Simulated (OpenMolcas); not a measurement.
**Tc I: effect of the active space**

* Program: OpenMolcas 26.06
* Method: CASSCF
* Basis: ANO-RCC-VQZP
* Scalar Hamiltonian: DKH2, point nucleus
* Spin-orbit coupling: RASSI with atomic mean-field integrals over the reference wave functions, term energies averaged over their components

A. 7 electrons in 6 orbitals (4d 5s); 2S+1 = 6 even, 6 roots; 2S+1 = 4 even, 64 roots kept (CI in the orbitals of an earlier block); 2S+1 = 2 even, 83 roots kept (CI in the orbitals of an earlier block); cost of the order of 70 core-seconds
B. 7 electrons in 11 orbitals (4d 5s 5d); 2S+1 = 6 even, 6 roots; 2S+1 = 4 even, 35 roots kept (CI in the orbitals of an earlier block); 2S+1 = 2 even, 7 roots kept (CI in the orbitals of an earlier block, 0 in the spin-orbit step); cost roughly 5 core-minutes

Energies in eV above 4d5 5s2 6S 5/2, the measured ground level; measured values from NIST Handbook of Basic Atomic Spectroscopic Data.

```csv
Level,A,B,Measured
4d6 5s 6D 9/2,-0.1586,0.0603,0.3190
4d6 5s 6D 7/2,-0.0704,0.1428,0.4031
4d6 5s 6D 5/2,-0.0081,0.2013,0.4588
4d5 5s2 6S 5/2,0.0000,0.0000,0.0000
4d6 5s 6D 3/2,0.0348,0.2402,0.4963
4d6 5s 6D 1/2,0.0600,0.2627,0.5181
4d6 5s 4P 5/2,1.8298,1.7991,
4d6 5s 4P 3/2,1.9974,1.9340,
4d6 5s 4H 13/2,2.0043,2.1496,
4d6 5s 4H 11/2,2.0137,2.1483,
4d6 5s 4H 7/2 [73 %],2.0574,2.2168,
4d6 5s 4P 1/2,2.0872,2.0158,
4d6 5s 4G 11/2,2.2140,2.3113,
```

A puts 4d6 5s 6D 9/2 lowest.

Deviations, from unrounded energies. A percentage is the sum of absolute deviations over the sum of measured energies, with the sign that they share, or ± where signs differ.

```
           Against measurement  Levels       A      B
mean absolute deviation (cm-1)       5    3800   2100
      other configurations (%)       5  -106.5  -58.7
```

B lies closest to measurement on these levels. The largest miss of B in the table is 4d6 5s 6D 7/2, by -2100 cm-1. The ranking rests on the paired levels alone, and a cruder setting can come out closer through cancelling errors.

The spin-orbit steps hold different terms of 4d5 5s2 (B lacks 2I, 4D, 4G, 4P), which shifts levels as well.

Between A and B the level of the table that moves most is 4d6 5s 6D 9/2, by 1800 cm-1 (lowest in A, highest in B).

Without dynamic correlation excited terms often stand tens of per cent too high (terms of higher spin than the ground term too low), and those without a measured partner can miss by more than the paired ones. Terms from blocks run as CI alone lack orbitals of their own. The lowest computed level is not the ground level that NIST lists (6S5/2) (holds for A). Configurations are named by rounded mean occupations; where the s occupation lies near a half they are strongly mixed, a name can repeat and a true partner stay unpaired (holds for A). A single d shell beside an s shell can misplace configurations of different d count against each other (holds for A). Some high roots are left out of the spin-orbit mixing, which shifts the levels that they would mix with (holds for B). Active for correlation alone: 5d; no level in the range computed is led by a configuration that fills it, so any true level of that kind is missing (holds for B). Measured partners are found by configuration, term and J. A level has none where our copy of the source lacks it or the pairing is in doubt (some pairs that miss far off the trend of their configuration count as doubtful), and it then counts in no deviation. Only configurations of the active space appear. The table leaves out levels that lie high or whose names do not pair safely across all columns.

A share in square brackets marks a mixed level and gives the weight of the term that names it, the lowest over the columns.
